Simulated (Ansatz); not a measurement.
Reaction (redistribution): `[SiH3][SiH2][GeH2][GeH2][SiH2][GeH3]` + `[SiH3]N[SiH3]` → `[SiH3][NH][GeH3]` + `[SiH3][SiH2][GeH2][GeH2][SiH2][SiH3]`

Program: Ansatz. Geometries: PBE0-D4/def2-TZVP. ΔE: electronic, gas phase. CCSD(T)/CBS is the MP2 limit (def2-TZVPP, def2-QZVPP) plus CCSD(T) − MP2 in def2-TZVPP, frozen cores. This one scheme is used for every species. For Ge outer-core shells are correlated without core-valence functions, which leaves a few kJ/mol of doubt a bond. Scalar relativity is left out up to krypton. Each species was taken in one conformer, which may not be the lowest.

```csv
species,CCSD(T)/CBS(def2) energy (Eh)
`[SiH3][SiH2][GeH2][GeH2][SiH2][GeH3]`,-7104.00459
`[SiH3]N[SiH3]`,-637.10515
`[SiH3][NH][GeH3]`,-2424.11992
`[SiH3][SiH2][GeH2][GeH2][SiH2][SiH3]`,-5316.96621
```

(1) Work out ΔE.

Largest T1 diagnostic among the species: 0.013.

Results:

(1) ΔE = (-2424.11992) + (-5316.96621) − (-7104.00459) − (-637.10515) = 0.02361 Eh = +62.0 kJ/mol.

At CCSD(T), def2-SVP lies −10.7 kJ/mol from the extrapolated value and def2-TZVPP −2.6 kJ/mol. Leaving LDA and LC-ωPBE aside and taking each functional with its dispersion term where it has one, the values, not all of them listed here, spread over 9.8 kJ/mol, from revPBE-D4 to ωB97M-V.
